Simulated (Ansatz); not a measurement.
A run on C$_{2}$H$_{9}$InOS with other settings.

```yaml
crystal:
  periodic: [false, false, false]
  atoms:
    - {symbol: C, position_ang: [-0.051895, 2.166954, 0.187049]}
    - {symbol: In, position_ang: [0.399145, 0.114278, 0.171188]}
    - {symbol: C, position_ang: [0.481283, -1.513271, 1.693545]}
    - {symbol: O, position_ang: [-1.592357, -0.766234, -1.071945]}
    - {symbol: S, position_ang: [1.488071, -0.640953, -1.958947]}
    - {symbol: H, position_ang: [0.762098, 2.805437, 0.172162]}
    - {symbol: H, position_ang: [-0.704089, 2.448557, -0.689393]}
    - {symbol: H, position_ang: [-0.714792, 2.462601, 1.124270]}
    - {symbol: H, position_ang: [1.316153, -1.325470, 2.272094]}
    - {symbol: H, position_ang: [-0.431589, -1.457289, 2.268016]}
    - {symbol: H, position_ang: [0.586377, -2.354475, 1.113470]}
    - {symbol: H, position_ang: [-1.951671, -1.597512, -0.850816]}
    - {symbol: H, position_ang: [-0.986656, -1.030246, -1.849115]}
    - {symbol: H, position_ang: [1.407172, 0.577092, -2.547834]}
basis:
  gaussian: {orbitals: ANO-RCC-VTZP}
total_charge: -1
magnetization: {spin_polarized: true, initial_magnetization: 1}
hamiltonian: {xc: {name: LC-wPBE}, pseudopotentials: {relativity: scalar}}
```

```sh
$ ansatz run in.yaml --threads 4 --pin off --events-out ev --progress --plain --max-ram 11315MiB
```

Shortened log:

```
Functional definition: LC-wPBE
2127 factors; their error is unknown
739 factors; integrals over basis functions are off by at most 2.8e-5 eV
mean field evaluation 1: about -175142.4780 eV, gradient 3.7e1 eV
mean field evaluation 2: about -175144.8297 eV, gradient 3.2e1 eV
mean field evaluation 4: about -175148.7682 eV, gradient 2.0e0 eV
mean field evaluation 8: about -175148.9265 eV, gradient 4.6e-1 eV
mean field evaluation 16: about -175148.9875 eV, gradient 2.9e-3 eV
mean field -175148.98746677 eV, -6436.6065691560 hartree, gradient 2.1e-5 eV, S^2 0.750480; 6 other end points of the search recorded, 0 dependent functions left out
reference -175148.98746678 eV, -6436.6065691565 hartree; 48, 47 occupied and 270, 271 virtual orbitals, 2127 factors
Total energy: -175148.98746678 eV, -6436.6065691565 hartree
Relativity: scalar
```

Run time 41 s (4 threads of an Intel Xeon Platinum 8259CL on a shared host); peak host memory 1.6 GiB.
